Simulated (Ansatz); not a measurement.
Consider the redistribution: `[CH3][In]([NH2])[SH]` + `SBCl` → `[CH3][In]([NH2])[Cl]` + `SBS`.

Gas-phase electronic energies from Ansatz, PBE0-D4/def2-TZVP geometries. CCSD(T)/CBS is the MP2 limit (def2-TZVPP, def2-QZVPP) plus CCSD(T) − MP2 in def2-TZVPP, frozen cores. This one scheme is used for every species. DFT in def2-TZVPP. def2 core potentials past Kr. For In outer-core shells are correlated without core-valence functions, which leaves a few kJ/mol of doubt a bond. One conformer a species, not always the lowest.

Q: Is it downhill or uphill in electronic energy at CCSD(T)/CBS, and by how much? (Best estimate.)

A: Computed: Downhill: ΔE = -28.4 kJ/mol.

Q: What do these levels give: BHLYP-D4, CAM-B3LYP-D4, PBE, r2SCAN, BHLYP, CAM-B3LYP? (Best estimate.)

A: The calculation gave: BHLYP-D4 -32.2, CAM-B3LYP-D4 -31.1, PBE -29.1, r2SCAN -31.8, BHLYP -32.4, CAM-B3LYP -31.2 kJ/mol.

Largest T1 diagnostic among the species: 0.014.

Leaving LDA and LC-ωPBE aside and taking each functional with its dispersion term where it has one, the values, not all of them listed here, spread over 4.9 kJ/mol, from B97M-V to ωB97M-V. In def2-TZVPP, CCSD(T) changes the Hartree–Fock value by +7.7 kJ/mol (the triples alone add +0.8 kJ/mol) and MP2 by +8.5 kJ/mol.
